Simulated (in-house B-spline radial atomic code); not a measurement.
Total energies of neutral atoms against the large-Z expansion E = -0.768745 Z^(7/3) + Z²/2 - 0.269900 Z^(5/3) hartree (Thomas-Fermi, Scott, and Dirac-Schwinger terms). The Hartree-Fock values are computed with an all-electron radial atomic-structure program (B-spline basis): non-relativistic, point nucleus, average of the ground configuration.

```json
{"atom": "Sm", "Thomas-Fermi": "-11695.79", "three terms": "-10035.92", "Hartree-Fock": "-10034.631", "three terms less HF": "-1.29"}
{"atom": "Eu", "Thomas-Fermi": "-12140.70", "three terms": "-10425.41", "Hartree-Fock": "-10423.076", "three terms less HF": "-2.34"}
{"atom": "Gd", "Thomas-Fermi": "-12595.12", "three terms": "-10823.50", "Hartree-Fock": "-10820.127", "three terms less HF": "-3.37"}
{"atom": "Tb", "Thomas-Fermi": "-13059.11", "three terms": "-11230.22", "Hartree-Fock": "-11226.301", "three terms less HF": "-3.92"}
{"atom": "Dy", "Thomas-Fermi": "-13532.71", "three terms": "-11645.63", "Hartree-Fock": "-11641.230", "three terms less HF": "-4.40"}
{"atom": "Ho", "Thomas-Fermi": "-14015.98", "three terms": "-12069.79", "Hartree-Fock": "?", "three terms less HF": "?"}
{"atom": "Er", "Thomas-Fermi": "-14508.97", "three terms": "-12502.73", "Hartree-Fock": "-12498.092", "three terms less HF": "-4.64"}
{"atom": "Tm", "Thomas-Fermi": "-15011.71", "three terms": "-12944.50", "Hartree-Fock": "?", "three terms less HF": "?"}
{"atom": "Yb", "Thomas-Fermi": "-15524.27", "three terms": "-13395.16", "Hartree-Fock": "-13391.456", "three terms less HF": "-3.71"}
{"atom": "Lu", "Thomas-Fermi": "-16046.68", "three terms": "-13854.75", "Hartree-Fock": "-13851.808", "three terms less HF": "-2.94"}
```

Question: What is the Hartree-Fock energy of Ho?

Answer: -12065.135 hartree; the three-term formula lies 4.65 hartree (0.04 %) below it.

Question: What is the Hartree-Fock energy of Tm?

Answer: -12940.174 hartree; the three-term formula lies 4.33 hartree (0.03 %) below it.

Question: How good is each level?

Answer: Over these atoms Thomas-Fermi alone overbinds by 15.8 to 16.6 %, and the three-term formula is within 0.04 %; what remains oscillates with the shell structure.
